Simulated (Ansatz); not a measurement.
`NC1BN1` and `Cl[SiH2]C1BN1` differ in one atom or group.

Ansatz, PBE0-D4/def2-TZVP geometries, multiplicity 1. Each molecule was computed in one conformer, which needn't be the lowest.

| property | `NC1BN1` |
| --- | --- |
| size of the dipole moment (ωB97M-V/def2-TZVPP) / D | 2.13 |
| LUMO energy (PBE0/def2-TZVPP) / eV | 0.10 |
| size of the dipole moment (PBE/def2-TZVPP) / D | 2.16 |
| LUMO energy (B3LYP/def2-TZVPP) / eV | -0.15 |
| HOMO energy (ωB97M-V/def2-TZVPP) / eV | -9.01 |
| HOMO–LUMO gap (B3LYP/def2-TZVPP) / eV | 6.32 |

(1) Give the same properties after the change, and the shifts. (Best estimate.)

Answers

(1) Computed: 
| property | `Cl[SiH2]C1BN1` | shift |
| --- | --- | --- |
| size of the dipole moment (ωB97M-V/def2-TZVPP) / D | 2.81 | 0.68 |
| LUMO energy (PBE0/def2-TZVPP) / eV | -0.40 | -0.50 |
| size of the dipole moment (PBE/def2-TZVPP) / D | 2.83 | 0.67 |
| LUMO energy (B3LYP/def2-TZVPP) / eV | -0.63 | -0.48 |
| HOMO energy (ωB97M-V/def2-TZVPP) / eV | -9.85 | -0.84 |
| HOMO–LUMO gap (B3LYP/def2-TZVPP) / eV | 6.77 | 0.45 |

With PBE0 the HOMO falls by 0.92 eV and the LUMO falls by 0.50 eV, so the gap widens by about 0.42 eV. PBE moves the HOMO by -1.04 eV and ωB97M-V by -0.84 eV. Dipoles are sizes alone; their direction can turn.

B3LYP here is the variant with VWN-RPA as its local correlation; programs differ in this.
